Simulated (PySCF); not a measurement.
A species of formula C4H8F3OP has this rotational fingerprint, computed with PBE0/pcSseg-1 in PySCF (dipole) on a GFN2-xTB geometry, gas phase:

* Rotational constants: A = 2014, B = 1023, C = 961.5 MHz
* Dipole components: |μa| = 2.12 D, |μb| = 0.77 D, |μc| = 3.61 D
* Inertial defect: -219.46 u·Å²
* κ: -0.88

Question: Which candidate fits, each taken in the one conformer that was computed?
A. `[OH:1][CH2:2][PH:3][CH2:4][CH2:5][C:6]([F:7])([F:8])[F:9]` with H–O1–C2–P3 66°, O1–C2–P3–C4 70°, C2–P3–C4–C5 173°, P3–C4–C5–C6 178°
B. `[CH3:1][CH2:2][P@H:3](=[O:4])[CH2:5][C:6]([F:7])([F:8])[F:9]` with C1–C2–P3–O4 -57°, C2–P3–C5–C6 -178°
C. `[CH3:1][CH2:2][P@:3]([CH3:4])(=[O:5])[C:6]([F:7])([F:8])[F:9]` with C1–C2–P3–C4 76°
D. `[CH3:1][O:2][CH2:3][PH:4][CH2:5][C:6]([F:7])([F:8])[F:9]` with C1–O2–C3–P4 173°, O2–C3–P4–C5 -49°, C3–P4–C5–C6 -81°

Answer: C. It is CC[P@](C)(=O)C(F)(F)F, an asymmetric top, point group C1. The candidates at the same level (rigid rotor, commonest isotopes):

```csv
SMILES,A (MHz),B (MHz),C (MHz),μa (D),μb (D),μc (D),Δ (u·Å²),point group,rotor
CC[P@](C)(=O)C(F)(F)F,2014,1023,961.5,2.12,0.77,3.61,-219.46,C1,asymmetric top
COCPCC(F)(F)F,2092,855.8,713.6,2.67,0.36,0.58,-123.93,C1,asymmetric top
OCPCCC(F)(F)F,2908,533.7,503.3,2.45,1.70,0.19,-116.72,C1,near-prolate asymmetric top
CC[P@H](=O)CC(F)(F)F,3278,721.1,679.9,2.47,4.54,0.10,-111.74,C1,near-prolate asymmetric top
```

`OCPCCC(F)(F)F` has B 48 % too low; `CC[P@H](=O)CC(F)(F)F` has A 63 % too high; `COCPCC(F)(F)F` has C 26 % too low. No structure here is proved a minimum.
